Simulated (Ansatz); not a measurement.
Consider the formal exchange of groups at a C–C bond: `NCC(O)(F)F` + `BF` → `OC(F)(F)BF` + CH₃NH₂.

Isolated molecules relaxed with PBE0-D4/def2-TZVP in Ansatz; ΔE leaves out vibrations. CBS: MP2 limit from def2 TZ/QZ plus the TZ coupled-cluster correction, frozen cores. This one scheme is used for every species. DFT in def2-TZVPP. Each species was taken in one conformer, which may not be the lowest.

```csv
level,ΔE (kJ/mol),difference from CCSD(T)/CBS
ωB97X-V,17.8,0.1
ωB97M-V,17.1,-0.6
PBE-QIDH,20.6,2.9
revPBE,1.1,-16.6
BLYP,-0.2,-17.9
r2SCAN0,17.8,0.1
RPA@PBE/def2-TZVPP,19.2,1.5
MP2/def2-SVP,28.6,10.9
CCSD/def2-SVP,25.2,7.5
HF/CBS(def2),14.2,-3.5
CCSD(T)/CBS,17.7,0
```

Largest T1 diagnostic among the species: 0.013.

Leaving LDA and LC-ωPBE aside and taking each functional with its dispersion term where it has one, the values, not all of them listed here, spread over 15.0 kJ/mol, from BLYP-D4 to PBE-QIDH. LDA lies +16.5 kJ/mol from PBE without D4. From r2SCAN to r2SCAN0 (25 % exact exchange), in def2-TZVPP and without D4, ΔE moves by +4.1 kJ/mol.

CCSD(T)/CBS has its own doubt, a few kJ/mol and more with outer-core shells, so smaller differences from it don't rank the levels.
